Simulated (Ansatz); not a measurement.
A nudged elastic band was laid between two geometries of CH5B2I (9 atoms, charge 0, multiplicity 1).

The calculation used RHF/def2-SVPD (Ansatz 0.2.0).

| Property | Result |
| --- | --- |
| movable images | 5 |
| climbing image | yes |
| spring | 5.0 eV/Å² |
| optimiser | fire |
| start path | IDPP |
| force threshold | 0.05 eV/Å |
| iteration limit | 60 |
| end points | relaxed |

Initial state:

```xyz
9
Properties=species:S:1:pos:R:3
B -0.455 1.484 -0.601
B 0.005 -0.124 -0.368
C 0.293 -0.956 0.932
I 0.286 -1.102 -2.319
H -1.612 1.784 -0.708
H 0.366 2.353 -0.705
H -0.119 -0.496 1.833
H -0.058 -1.986 0.862
H 1.381 -1.002 1.055
```

Final state:

```xyz
9
Properties=species:S:1:pos:R:3
B -0.441 1.488 -0.597
B -0.001 -0.128 -0.373
C 0.284 -0.959 0.928
I 0.264 -1.112 -2.321
H 0.393 2.345 -0.698
H -1.593 1.809 -0.696
H -0.129 -0.498 1.827
H -0.062 -1.991 0.860
H 1.373 -1.000 1.052
```

Task: What changes between the two ends?

Result: No bond is made or broken. The dihedral H6–B1–B2–I4 goes from -89 to 89°. The two ends are copies of one structure, up to a mirror image or an exchange of like atoms.

Task: What energy profile does the band end with?

Result: The forces met the threshold. The highest image is number 3 of 0 to 6, 0.37 eV above the ends, which have the same energy within 2 meV. The order of the stationary point at the top wasn't checked.

```
image  path coordinate (Å)  energy (eV)  dihedral H6–B1–B2–I4 (°)
    0                 0.00         0.00                       -89
    1                 0.71         0.09                      -116
    2                 1.43         0.28                      -147
    3                 2.14         0.37                       180
    4                 2.85         0.28                       146
    5                 3.56         0.09                       115
    6                 4.28         0.00                        89
```

Task: What is the geometry of the highest image?

Result: 
```xyz
9
Properties=species:S:1:pos:R:3
B -0.547 1.497 -0.559
B -0.184 -0.210 -0.386
C 0.562 -0.874 0.827
I -0.754 -1.551 -2.016
H -1.087 1.952 -1.525
H -0.254 2.262 0.322
H 0.574 -0.240 1.715
H 0.173 -1.859 1.084
H 1.606 -1.024 0.520
```

The band took 38 iterations and of the order of 13 core-minutes.

Time of the run: 6.9 min on 2 threads of Arm Neoverse V2 (shared host), peak memory 0.38 GiB.
